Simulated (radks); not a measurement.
The neon ion Ne+, configuration [He] 2s2 2p5.

All-electron calculation, scalar-relativistic Kohn-Sham, LDA (Slater exchange, Perdew-Wang correlation), spin-unpolarised, spherical densities, point nucleus. Program: a radial shooting solver on a logarithmic mesh with Libxc functionals.

Energy parts (eV):
| part | energy |
|---|---|
| total | -3470.601 |
| kinetic | 3465.439 |
| electron-nucleus | -8230.808 |
| Hartree | 1598.035 |
| exchange-correlation | -303.267 |

Orbitals (lengths in bohr, moments of r in powers of bohr; r(90%) holds 90 % of the orbital's charge):
| orbital | occ. | eigenvalue (eV) | r(90%) |
|---|---|---|---|
| 1s | 2 | -848.3655 | 0.284 |
| 2s | 2 | -55.2963 | 1.39 |
| 2p | 5 | -32.4371 | 1.52 |

The highest occupied level is 2p at -32.437 eV. The density falls to 0.001 e/bohr^3 at r = 2.63 bohr.
